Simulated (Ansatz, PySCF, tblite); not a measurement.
Dissociation curve of Mg₂, singlet.

Levels of theory: GFN2-xTB, 300 K electronic temperature (tblite); UKS-r2SCAN = unrestricted r2SCAN/cc-pVTZ (PySCF); FCI = full CI/cc-pVTZ, frozen core (Ansatz, an electronic-structure program).

Energies relative to the lowest point of each curve near equilibrium, in kcal/mol:

```json
[
 {"R / Å": "2.72", "GFN2-xTB": "3.6", "UKS-r2SCAN": "8.7"},
 {"R / Å": "2.86", "GFN2-xTB": "1.1", "UKS-r2SCAN": "4.9"},
 {"R / Å": "3.42", "GFN2-xTB": "1.6", "UKS-r2SCAN": "0.0"},
 {"R / Å": "3.68", "GFN2-xTB": "4.4", "UKS-r2SCAN": "0.1"},
 {"R / Å": "4.16", "GFN2-xTB": "11.1", "UKS-r2SCAN": "1.1"},
 {"R / Å": "5.39", "GFN2-xTB": "23.4", "UKS-r2SCAN": "2.7"},
 {"R / Å": "6.47", "GFN2-xTB": "26.7", "UKS-r2SCAN": "3.0"},
 {"R / Å": "7.14", "GFN2-xTB": "27.3", "UKS-r2SCAN": "3.0"},
 {"R / Å": "7.90", "GFN2-xTB": "27.5", "UKS-r2SCAN": "3.0"},
 {"R / Å": "8.73", "GFN2-xTB": "27.6", "UKS-r2SCAN": "3.0"},
 {"R / Å": "9.84", "GFN2-xTB": "27.7", "UKS-r2SCAN": "3.0"},
 {"R / Å": "10.77", "GFN2-xTB": "27.7", "UKS-r2SCAN": "3.0"}
]
```

Predict the corresponding FCI column.

2.72: 10.5; 2.86: 6.5; 3.42: 0.6; 3.68: 0.1; 4.16: 0.0; 5.39: 0.6; 6.47: 0.8; 7.14: 0.9; 7.90: 0.9; 8.73: 1.0; 9.84: 1.0; 10.77: 1.0 (kcal/mol).
